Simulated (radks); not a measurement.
Results of a calculation; reference values are marked as such.
All-electron atom: I- in [Xe].

Code: a radial shooting solver on a logarithmic mesh with Libxc functionals. Model: scalar-relativistic Kohn-Sham, PBE, spin-polarised, spherical densities, finite nucleus; Fermi nuclear charge, rms radius 4.75 fm; Watson sphere of charge +1 and radius 3.25 bohr.

Energy parts (hartree; the electron-nucleus part includes the sphere):
total: -7132.81844
kinetic: 7469.44669
electron-nucleus: -17253.87522
Hartree: 2832.93527
exchange-correlation: -181.32517

Orbitals (lengths in bohr, moments of r in powers of bohr; r(max) is where P^2 peaks):
\begin{tabular}{lrrrr}
orbital & occ. & eigenvalue (hartree) & <r^4> & r(max) \\ \hline
1s & 2 & -1212.026 & 2.642e-06 & 0.01754 \\
2s & 2 & -187.2197 & 0.0004503 & 0.09912 \\
2p & 6 & -168.0369 & 0.0003256 & 0.07948 \\
3s & 2 & -37.74519 & 0.01932 & 0.2856 \\
3p & 6 & -31.52821 & 0.02030 & 0.2794 \\
3d & 10 & -22.21652 & 0.01774 & 0.2318 \\
4s & 2 & -6.58571 & 0.5636 & 0.6806 \\
4p & 6 & -4.63780 & 0.7796 & 0.7151 \\
4d & 10 & -1.79845 & 1.724 & 0.7783 \\
5s & 2 & -0.61588 & 32.92 & 1.719 \\
5p & 6 & -0.25339 & 99.65 & 2.080 \\
\end{tabular}

The highest occupied level is 5p at -6.895 eV. The density falls to 0.001 e/bohr^3 at r = 4.73 bohr. The electron density at the nucleus is 2.57e+05 e/bohr^3 (large components only).
